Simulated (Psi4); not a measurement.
hexafluorodisiloxane (F₆OSi₂), singlet, geometry from GFN2-xTB. Base run: Psi4 with B3LYP/STO-3G.

Geometry (Å):
```xyz
9

F      2.2189     0.1933    -1.1477
Si     1.4924     0.3219     0.2396
F      2.3383    -0.4146     1.3375
F      1.3984     1.8487     0.6007
O      0.0574    -0.3618     0.1886
Si    -1.4827    -0.3833    -0.2076
F     -1.7199     0.1772    -1.6568
F     -2.3264     0.4845     0.7943
F     -1.9755    -1.8721    -0.1455
```
Charge 0, spin multiplicity 1.
All else is at Psi4's defaults (density fitting; Cartesian or spherical functions as each basis is defined).

The base run was repeated with changes; each row names its change, and settings that it needs were set with it.

| change | basis functions | E (Eh) | dipole (D) | core-seconds (rough) |
|---|---|---|---|---|
| base | 53 | -1236.92221 | 0.14 | 5 |
| basis = 6-31G | 89 | -1253.37670 | 0.11 | 7 |
| basis = 3-21G | 89 | -1246.97689 | 0.15 | 7 |
| basis = pcseg-1 | 134 | -1253.61799 | 0.07 | 10 |
| basis = def2-SVP | 134 | -1253.05459 | 0.05 | 10 |
| basis = cc-pVDZ | 134 | -1253.74118 | 0.07 | 10 |
| basis = cc-pV(D+d)Z | 144 | -1253.80132 | 0.07 | 10 |
| basis = def2-SVPD | 209 | -1253.12091 | 0.13 | 20 |
| basis = aug-pcseg-1 | 215 | -1253.66719 | 0.14 | 20 |
| basis = 6-311+G(2d,p) | 259 | -1254.07142 | 0.14 | 20 |
| basis = pcseg-2 | 278 | -1254.18043 | 0.09 | 30 |
| basis = cc-pVTZ | 278 | -1254.11114 | 0.10 | 30 |
| basis = def2-TZVPP | 301 | -1254.17171 | 0.12 | 20 |

Totals compare only among sets that treat the same electrons; sets with core potentials leave the core out.
